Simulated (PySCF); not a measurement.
**Electron correlation in Cd²⁺ (cadmium, charge +2)**

[Kr] 4d10, closed-shell 1S. Computed with PySCF 2.14 in def2-SVP with the def2 core potential (28 electrons) (5s3p2d1f, 31 functions), with scalar relativity through the core potential. Frozen: 4s2 4p6; 10 electrons correlated.

Total MP2 correlation energy: -211.37 mhartree.

Same-spin part -82.04 and opposite-spin part -129.33 mhartree; SCS-MP2 scales them by 1/3 and 6/5 to -182.55 mhartree.

```
  level  correlation energy (mhartree)
   CCSD                        -205.21
    (T)                          -1.86
CCSD(T)                        -207.07
```

Diagnostics: T1 = 0.00047, D1 = 0.0007, largest double amplitude 0.019.

**Question.** Is a single reference adequate?

**Answer.** Yes, within this model without spin-orbit coupling: T1 lies below 0.03 and no double amplitude reaches 0.07.
